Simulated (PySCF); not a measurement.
Cl2O2W, charge +1, quartet, geometry from GFN2-xTB of the parent state (such geometries of metal compounds can be far from the true shape) (the multiplicity is a formal guess) (core potentials on W); DF-BLYP/def2-SVP run with PySCF.

PySCF was given this input:
```python
from pyscf import gto, scf, dft

mol = gto.M(
    atom='''
W     0.20214214   -0.04016039    0.06643374
O     1.45911084   -0.60086055   -0.92435281
O     0.76262285    0.15945983    1.65452256
Cl   -0.51668921    1.83426238   -0.68033334
Cl   -1.40874539   -1.45172859    0.04754189
''',
    basis='def2-svp',
    ecp={'W': 'def2-svp'},
    charge=1,
    spin=3,
    verbose=4,
)

mf = dft.UKS(mol)
mf.xc = 'blyp'
mf = mf.density_fit(auxbasis='def2-universal-jkfit')
mf.kernel()
mf.analyze()
```

Problem. Predict the main parts of the log of this PySCF run.

Solution. 
```
PySCF version 2.14.0

[INPUT] verbose = 4
[INPUT] num. atoms = 5
[INPUT] num. electrons = 63
[INPUT] charge = 1
[INPUT] spin (= nelec alpha-beta = 2S) = 3
[INPUT] symmetry False subgroup None
[INPUT] Mole.unit = angstrom
[INPUT] Symbol           X                Y                Z      unit          X                Y                Z       unit  Magmom
[INPUT]  1 W      0.202142140000  -0.040160390000   0.066433740000 AA    0.381993282833  -0.075892138156   0.125541574031 Bohr   0.0
[INPUT]  2 O      1.459110840000  -0.600860550000  -0.924352810000 AA    2.757319872984  -1.135461878556  -1.746773653372 Bohr   0.0
[INPUT]  3 O      0.762622850000   0.159459830000   1.654522560000 AA    1.441148322835   0.301335406570   3.126594505314 Bohr   0.0
[INPUT]  4 Cl    -0.516689210000   1.834262380000  -0.680333340000 AA   -0.976401098418   3.466253538793  -1.285643686011 Bohr   0.0
[INPUT]  5 Cl    -1.408745390000  -1.451728590000   0.047541890000 AA   -2.662142966344  -2.743369442301   0.089841151544 Bohr   0.0

nuclear repulsion = 335.13549326052
number of shells = 40
number of NR pGTOs = 177
number of NR cGTOs = 96
basis = def2-svp
ecp = {'W': 'def2-svp'}

******** <class 'pyscf.df.df_jk.DFUKS'> ********
method = DFUKS
initial guess = minao
damping factor = 0
level_shift factor = 0
DIIS = <class 'pyscf.scf.diis.CDIIS'>
diis_start_cycle = 1
diis_space = 8
diis_damp = 0
SCF conv_tol = 1e-09
SCF conv_tol_grad = None
SCF max_cycles = 50
direct_scf = False
number electrons alpha = 33  beta = 30
XC library pyscf.dft.libxc version 7.1.2
    S. Lehtola, C. Steigemann, M. J. T. Oliveira, and M. A. L. Marques,  SoftwareX 7, 1–5 (2018)
XC functionals = blyp
    A. D. Becke,  Phys. Rev. A 38, 3098 (1988)
    C. Lee, W. Yang, and R. G. Parr,  Phys. Rev. B 37, 785 (1988)
    B. Miehlich, A. Savin, H. Stoll, and H. Preuss,  Chem. Phys. Lett. 157, 200 (1989)
radial grids:
    Treutler-Ahlrichs [JCP 102, 346 (1995); DOI:10.1063/1.469408] (M4) radial grids

becke partition: Becke, JCP 88, 2547 (1988); DOI:10.1063/1.454033
pruning grids: <function nwchem_prune>
grids dens level: 3
symmetrized grids: False
atomic radii adjust function: <function treutler_atomic_radii_adjust>
small_rho_cutoff = 0
Set gradient conv threshold to 3.16228e-05
tot grids = 90232
init E= -1125.58089530206

cycle= 1 E= -1136.335032665  delta_E= -10.8  |g|= 1.24  |ddm|= 5.19

cycle= 2 E= -1122.01562963583  delta_E= 14.3  |g|=  4.3  |ddm|= 5.25

cycle= 3 E= -1136.61361088821  delta_E= -14.6  |g|= 0.925  |ddm|= 4.77

cycle= 4 E= -1136.55509159807  delta_E= 0.0585  |g|= 0.957  |ddm|= 2.11

cycle= 5 E= -1137.03240463877  delta_E= -0.477  |g|= 0.415  |ddm|= 1.68

cycle= 6 E= -1137.13794361483  delta_E= -0.106  |g|= 0.104  |ddm|=  1.1

cycle= 7 E= -1137.07073703365  delta_E= 0.0672  |g|= 0.287  |ddm|= 0.761

cycle= 8 E= -1137.13447023569  delta_E= -0.0637  |g|= 0.104  |ddm|= 0.857

cycle= 9 E= -1137.14041063182  delta_E= -0.00594  |g|= 0.0811  |ddm|= 0.398

cycle= 10 E= -1137.13223476319  delta_E= 0.00818  |g|= 0.154  |ddm|= 0.361

cycle= 11 E= -1137.14419680559  delta_E= -0.012  |g|= 0.0166  |ddm|= 0.283

cycle= 12 E= -1137.14432523991  delta_E= -0.000128  |g|= 0.00412  |ddm|= 0.022

cycle= 13 E= -1137.14433478686  delta_E= -9.55e-06  |g|= 0.00197  |ddm|= 0.00865

cycle= 14 E= -1137.14433622679  delta_E= -1.44e-06  |g|= 0.00109  |ddm|= 0.00292

cycle= 15 E= -1137.1443372561  delta_E= -1.03e-06  |g|= 0.000165  |ddm|= 0.00241

cycle= 16 E= -1137.1443372641  delta_E= -8e-09  |g|= 9.98e-05  |ddm|= 0.000218

cycle= 17 E= -1137.1443372727  delta_E= -8.59e-09  |g|= 1.78e-05  |ddm|= 0.000251

cycle= 18 E= -1137.14433727272  delta_E= -2.86e-11  |g|= 1.42e-05  |ddm|= 4.68e-05

Extra cycle  E= -1137.14433724673  delta_E= 2.6e-08  |g|= 0.000175  |ddm|= 0.000437
SCF not converged.
SCF energy = -1137.14433724673 after 50 cycles  <S^2> = 3.7609828  2S+1 = 4.0054876
**** SCF Summaries ****
Total Energy =                       -1137.144337246726991
Nuclear Repulsion Energy =             335.135493260519695
One-electron Energy =                -2242.373447904637942
Two-electron Energy =                  770.093617397391199
Two-electron Coulomb Energy =          851.091682110214265
DFT Exchange-Correlation Energy =      -80.998064712823023
**** MO energy ****
                             alpha | beta                alpha | beta
MO #1   energy= -100.987335268151  | -100.984303443985  occ= 1 | 1
MO #2   energy= -100.987295020153  | -100.984263358364  occ= 1 | 1
MO #3   energy= -19.0960647580057  | -19.079705199456   occ= 1 | 1
MO #4   energy= -19.0959726647973  | -19.0796194816445  occ= 1 | 1
MO #5   energy= -9.45554475643662  | -9.45280601360583  occ= 1 | 1
MO #6   energy= -9.45551175649787  | -9.452772805779    occ= 1 | 1
MO #7   energy= -7.29205562194325  | -7.28598745259203  occ= 1 | 1
MO #8   energy= -7.29202653559728  | -7.28595935888674  occ= 1 | 1
MO #9   energy= -7.28718229843535  | -7.28355345767497  occ= 1 | 1
MO #10  energy= -7.28716110774258  | -7.28352595726906  occ= 1 | 1
MO #11  energy= -7.28334328016307  | -7.2814685611852   occ= 1 | 1
MO #12  energy= -7.2833211423336   | -7.28144658363719  occ= 1 | 1
MO #13  energy= -3.13704380372423  | -3.12413886024369  occ= 1 | 1
MO #14  energy= -1.85534899557957  | -1.85066847725161  occ= 1 | 1
MO #15  energy= -1.83412526529686  | -1.81420501921161  occ= 1 | 1
MO #16  energy= -1.83134597651256  | -1.81068007017243  occ= 1 | 1
MO #17  energy= -1.1201395358257   | -1.08084565490928  occ= 1 | 1
MO #18  energy= -1.10114944720778  | -1.06256154583856  occ= 1 | 1
MO #19  energy= -1.01773320560928  | -0.999482398760593 occ= 1 | 1
MO #20  energy= -1.00989623920363  | -0.992339533352059 occ= 1 | 1
MO #21  energy= -0.663952130447123 | -0.622683894535067 occ= 1 | 1
MO #22  energy= -0.632807688604099 | -0.616980836985293 occ= 1 | 1
MO #23  energy= -0.630845384499381 | -0.614642228005685 occ= 1 | 1
MO #24  energy= -0.630174324885919 | -0.613535389946183 occ= 1 | 1
MO #25  energy= -0.624711097752504 | -0.599807014530718 occ= 1 | 1
MO #26  energy= -0.613642844996392 | -0.589956358279509 occ= 1 | 1
MO #27  energy= -0.578256198966181 | -0.549056858880695 occ= 1 | 1
MO #28  energy= -0.570625394867985 | -0.538659508159259 occ= 1 | 1
MO #29  energy= -0.563089101011625 | -0.533714127210116 occ= 1 | 1
MO #30  energy= -0.55769081302583  | -0.529761873143406 occ= 1 | 1
MO #31  energy= -0.547863790951534 | -0.524482247486831 occ= 1 | 0
MO #32  energy= -0.543881910463931 | -0.507047163965773 occ= 1 | 0
MO #33  energy= -0.351922990258542 | -0.310788001269145 occ= 1 | 0
MO #34  energy= -0.327341267446202 | -0.309187777122932 occ= 0 | 0
MO #35  energy= -0.286794985549014 | -0.274706709683155 occ= 0 | 0
MO #36  energy= -0.263050905365804 | -0.236342252282899 occ= 0 | 0
MO #37  energy= -0.234537296523716 | -0.222134703249218 occ= 0 | 0
MO #38  energy= -0.211266299335455 | -0.205329664396993 occ= 0 | 0
MO #39  energy= -0.127523060647612 | -0.123900732928568 occ= 0 | 0
MO #40  energy= -0.121358043681221 | -0.115874165220635 occ= 0 | 0
MO #41  energy= -0.112328569303463 | -0.108002910540961 occ= 0 | 0

spin_pop of  0 W 5s        0.00013
spin_pop of  0 W 6s       -0.00299
spin_pop of  0 W 7s        0.00122
spin_pop of  0 W 8s       -0.00009
spin_pop of  0 W 9s        0.00005
spin_pop of  0 W 10s        0.00001
spin_pop of  0 W 5px       0.01985
spin_pop of  0 W 5py       0.00413
spin_pop of  0 W 5pz       0.01606
spin_pop of  0 W 6px       0.00932
spin_pop of  0 W 6py       0.00076
spin_pop of  0 W 6pz       0.00773
spin_pop of  0 W 7px       0.00132
spin_pop of  0 W 7py       0.00145
spin_pop of  0 W 7pz       0.00260
spin_pop of  0 W 5dxy     -0.01259
spin_pop of  0 W 5dyz      0.09283
spin_pop of  0 W 5dz^2     0.40802
spin_pop of  0 W 5dxz      0.08406
spin_pop of  0 W 5dx2-y2   -0.01451
spin_pop of  0 W 6dxy     -0.00301
spin_pop of  0 W 6dyz      0.00616
spin_pop of  0 W 6dz^2     0.04765
spin_pop of  0 W 6dxz      0.01714
spin_pop of  0 W 6dx2-y2   -0.00226
spin_pop of  0 W 5f-3      0.00015
spin_pop of  0 W 5f-2      0.00087
spin_pop of  0 W 5f-1      0.00105
spin_pop of  0 W 5f+0      0.00138
spin_pop of  0 W 5f+1      0.00027
spin_pop of  0 W 5f+2      0.00049
spin_pop of  0 W 5f+3      0.00063
spin_pop of  1 O 1s        0.00001
spin_pop of  1 O 2s        0.00601
spin_pop of  1 O 3s       -0.00011
spin_pop of  1 O 2px       0.32491
spin_pop of  1 O 2py       0.12049
spin_pop of  1 O 2pz       0.22883
spin_pop of  1 O 3px       0.00164
spin_pop of  1 O 3py      -0.00104
spin_pop of  1 O 3pz      -0.00025
spin_pop of  1 O 3dxy      0.00005
spin_pop of  1 O 3dyz      0.00015
spin_pop of  1 O 3dz^2     0.00057
spin_pop of  1 O 3dxz      0.00002
spin_pop of  1 O 3dx2-y2    0.00019
spin_pop of  2 O 1s        0.00001
spin_pop of  2 O 2s        0.00600
spin_pop of  2 O 3s        0.00025
spin_pop of  2 O 2px       0.48810
spin_pop of  2 O 2py       0.15586
spin_pop of  2 O 2pz       0.03039
spin_pop of  2 O 3px       0.00161
spin_pop of  2 O 3py      -0.00078
spin_pop of  2 O 3pz       0.00017
spin_pop of  2 O 3dxy      0.00006
spin_pop of  2 O 3dyz      0.00019
spin_pop of  2 O 3dz^2     0.00017
spin_pop of  2 O 3dxz      0.00036
spin_pop of  2 O 3dx2-y2    0.00021
spin_pop of  3 Cl 1s       -0.00000
spin_pop of  3 Cl 2s       -0.00000
spin_pop of  3 Cl 3s        0.00128
spin_pop of  3 Cl 4s       -0.00016
spin_pop of  3 Cl 2px       0.00002
spin_pop of  3 Cl 2py       0.00001
spin_pop of  3 Cl 2pz       0.00000
spin_pop of  3 Cl 3px       0.33931
spin_pop of  3 Cl 3py       0.08702
spin_pop of  3 Cl 3pz       0.01462
spin_pop of  3 Cl 4px       0.01361
spin_pop of  3 Cl 4py       0.00321
spin_pop of  3 Cl 4pz       0.00032
spin_pop of  3 Cl 3dxy      0.00732
spin_pop of  3 Cl 3dyz     -0.00007
spin_pop of  3 Cl 3dz^2     0.00004
spin_pop of  3 Cl 3dxz      0.00164
spin_pop of  3 Cl 3dx2-y2    0.00331
spin_pop of  4 Cl 1s       -0.00000
spin_pop of  4 Cl 2s       -0.00000
spin_pop of  4 Cl 3s        0.00128
spin_pop of  4 Cl 4s        0.00016
spin_pop of  4 Cl 2px       0.00001
spin_pop of  4 Cl 2py       0.00002
spin_pop of  4 Cl 2pz       0.00000
spin_pop of  4 Cl 3px       0.14104
spin_pop of  4 Cl 3py       0.23253
spin_pop of  4 Cl 3pz       0.06790
spin_pop of  4 Cl 4px       0.00644
spin_pop of  4 Cl 4py       0.01046
spin_pop of  4 Cl 4pz       0.00207
spin_pop of  4 Cl 3dxy      0.00002
spin_pop of  4 Cl 3dyz      0.00086
spin_pop of  4 Cl 3dz^2    -0.00002
spin_pop of  4 Cl 3dxz      0.00063
spin_pop of  4 Cl 3dx2-y2    0.01113
In total            33.00000 | 30.00000

WARN: System has nonzero charge 1; the dipole moment is origin-dependent.
Location of origin: [0. 0. 0.]

Dipole moment(X, Y, Z, Debye): -1.62259,  0.31810, -0.53139
```

Convergence was not reached.
